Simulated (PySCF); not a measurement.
# Distorted geometries of [Gd(O2)2]−

[Gd(O2)2]− (singlet in the valence; each metal's 4f electrons, 7 of them, lie in its core potential, out of spins and levels). PySCF 2.14.0, RKS PBE0, Gd lcecp-1-SVP with ECP53, O def2-SVP; non-relativistic Hamiltonian with scalar-relativistic core potentials where named; density fitting; no spin-orbit coupling. Relaxed geometry:

```xyz
5

Gd    0.0000    0.0000    0.0000
O     0.5255    0.5255    2.0138
O    -0.5255   -0.5255    2.0138
O     0.5255   -0.5255   -2.0138
O    -0.5255    0.5255   -2.0138
```

Order these distorted geometries by energy above the relaxed one, lowest first.
A.
```xyz
5

Gd   -0.0465   -0.0717   -0.0927
O     0.7060    0.6146    1.9727
O    -0.5940   -0.5967    2.0894
O     0.4542   -0.5217   -2.0487
O    -0.5197    0.5755   -1.9207
```
B.
```xyz
5

Gd    0.1399    0.1260    0.0627
O     0.3541    0.5029    1.9622
O    -0.5212   -0.4688    2.0335
O     0.6403   -0.6340   -1.9885
O    -0.6131    0.4739   -2.0699
```
C.
```xyz
5

Gd    0.1031   -0.1356    0.0576
O     0.5546    0.6336    2.0311
O    -0.4434   -0.4635    2.0558
O     0.4994   -0.3843   -2.2467
O    -0.7138    0.3498   -1.8978
```

C (0.22 eV), A (0.97 eV), B (1.27 eV).

Which forces (eV/Å) act in the one that lies 1.27 eV up?


```
Gd  -1.27 -1.31 -5.55
O    4.50  5.23  3.87
O   -3.64 -4.10 -0.30
O   -1.71  1.75  0.65
O    2.12 -1.57  1.33
```
Forces carry noise of the integration grid, about 0.01 to 0.03 eV/Å.

An lcecp potential fixes the number of 4f electrons, so in runs with it no electron can move into or out of that shell.
